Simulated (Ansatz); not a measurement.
`CB(S)C(N)F`, charge 0, multiplicity 1.

Problem. Give a relaxed structure at PBE0-D4/def2-TZVP (Ansatz 0.2.0). (Estimate.)

Solution. Computed: 
Cartesian coordinates in Å:
```
C 0.703 0.126 -1.831
B 0.591 0.211 -0.281
S 2.045 0.478 0.715
C -0.831 0.117 0.435
N -0.823 -0.435 1.735
F -1.734 -0.566 -0.424
H 1.707 0.282 -2.227
H 0.024 0.849 -2.297
H 0.342 -0.854 -2.161
H 1.419 0.447 1.908
H -1.237 1.136 0.502
H -1.732 -0.406 2.177
H -0.474 -1.384 1.749
```
This is one stationary point; other conformers may exist.
